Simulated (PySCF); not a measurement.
Si(H)2(PH2)2 (H6P2Si), SMILES [SiH2](P)P.

Geometry optimised at PBE0-D3(BJ)/def2-SVP. The values are those of a single conformer.

All values below come from B3LYP/def2-TZVPD (PySCF).

Symmetry labels are those of the subgroup C2v that the program uses (full group C2v).

Computed valence orbital energies around the gap with their symmetry:
```
orbital  symmetry  energy (eV)
-------  --------  -----------
HOMO−7         A1       -13.88
HOMO−6         B2       -11.17
HOMO−5         A2       -10.61
HOMO−4         B1        -9.51
HOMO−3         B2        -9.50
HOMO−2         A1        -8.71
HOMO−1         A1        -8.39
HOMO           B1        -6.87
LUMO           A1        -0.68
LUMO+1         A1        -0.28
LUMO+2         B1        -0.01
LUMO+3         A2         0.03
```
